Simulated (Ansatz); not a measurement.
The first iterations of a band of ClGeH3 (5 atoms, charge 0, multiplicity 1).

All numbers below come from RHF/def2-SVP (Ansatz 0.2.0).

| Quantity | Value |
| --- | --- |
| movable images | 7 |
| climbing image | yes |
| spring | 5.0 eV/Å² |
| optimiser | quadratic models (default) |
| start path | through a guess of the saddle point |
| force threshold | 0.05 eV/Å |
| iteration limit | 60 |
| end points | relaxed |

Initial state:

```xyz
5
Properties=species:S:1:pos:R:3
Ge 0.269 0.021 0.190
H 0.241 -0.037 1.715
H 1.697 -0.037 -0.344
H -0.476 1.244 -0.336
Cl -0.771 -1.738 -0.545
```

Final state:

```xyz
5
Properties=species:S:1:pos:R:3
Ge -0.220 0.090 -1.226
H 1.466 0.225 1.634
H 2.029 -0.044 1.223
H -0.999 0.954 -0.155
Cl -1.316 -1.771 -0.796
```

| iteration | highest image above the first end (eV) | largest band force component (eV/Å) |
| --- | --- | --- |
| 1 | 4.877 | 6.216 |
| 2 | 3.926 | 2.206 |
| 3 | 3.185 | 1.572 |

Does the band converge within its limit, and where does its top end?

It converged. It ended after 10 iterations with the highest image 3.342 eV above the first end. Neighbouring images differ by up to 1.5 eV, so the band resolves the path poorly. A vibrational analysis at the climbing image gives one clearly imaginary mode, 1697i cm⁻¹: a first-order saddle point. The orbitals stay closed-shell, which can raise the energy where a bond breaks towards radicals; this wasn't checked here.

Time of the run: 48 s on 1 thread of Arm Neoverse V2, on a shared host, peak memory 0.12 GiB.
